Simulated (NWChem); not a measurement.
Isomers of C$_{2}$H$_{4}$BNO$_{2}$, each optimised at PBE0/def2-SVP with NWChem, gas phase unless a solvent is named. Flexible species stand in one conformer each, which need not be the lowest. Pople sets run with spherical d functions. Relative energies count from the lowest isomer at each level and are electronic, without zero-point energy, on those geometries. Shieldings are non-relativistic GIAO values without spin-orbit effects.

A: OB1CN=CO1
B: COBN=C=O
C: CB(O)OC#N

```json
[
 {"quantity": "relative energy, BLYP/def2-SVP (kcal/mol)", "A": "2.1", "B": "0.0", "C": "[?]"},
 {"quantity": "dipole (D), PBE0/def2-SVP", "A": "2.07", "B": "3.25", "C": "[?]"},
 {"quantity": "11B shift against boron trifluoride, B3LYP/6-31G* (ppm)", "A": "26.5", "B": "13.5", "C": "[?]"}
]
```

Q: What belongs in the gaps?

A: 
- relative energy, BLYP/def2-SVP (kcal/mol), C: 5.9
- dipole (D), PBE0/def2-SVP, C: 2.80
- 11B shift against boron trifluoride, B3LYP/6-31G* (ppm), C: 19.8
